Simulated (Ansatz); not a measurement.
`F[Si](S)Cl` radical, relaxed with UKS PBE-D4/def2-SVP in Ansatz 0.2.0 from a rough embedded geometry. The force threshold is 0.03 eV/Å; the program also tests the step.

The species carries charge 0 and has multiplicity 2.

Start:

```xyz
5

F     0.684   -0.333   -1.617
Si   -0.590    0.034   -0.694
S     0.009    1.430    0.845
Cl   -1.109   -1.765    0.174
H     1.006    0.635    1.293
```

```json
{"step": "1", "energy (eV)": "-33942.8958", "largest force (eV/Å)": "0.665", "largest move (Å)": "0.000"}
{"step": "2", "energy (eV)": "-33942.9051", "largest force (eV/Å)": "0.379", "largest move (Å)": "0.067"}
{"step": "3", "energy (eV)": "-33942.9214", "largest force (eV/Å)": "0.230", "largest move (Å)": "0.037"}
{"step": "4", "energy (eV)": "-33942.9225", "largest force (eV/Å)": "0.104", "largest move (Å)": "0.008"}
{"step": "5", "energy (eV)": "-33942.9229", "largest force (eV/Å)": "0.030", "largest move (Å)": "0.017"}
```

End:

```xyz
5

F     0.701   -0.320   -1.630
Si   -0.582    0.019   -0.667
S     0.004    1.446    0.845
Cl   -1.155   -1.805    0.161
H     1.032    0.661    1.291
```

It took 16 s on 2 threads of a server CPU on a shared host, with 0.18 GiB of host memory at the peak.
